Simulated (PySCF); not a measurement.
A structure optimised at B3LYP-D3(BJ)/def2-TZVP, used in a PySCF frequency run:

```
Ge
O 1 1.6769
Cl 1 2.1954 2 117.59
```
Charge 0, spin multiplicity 2.

Write its SMILES, formula and point group.

[O]=[Ge][Cl], ClGeO, Cs

What are its rotational constants (standard atomic weights)?

22.001, 3.2848, 2.8581 GHz
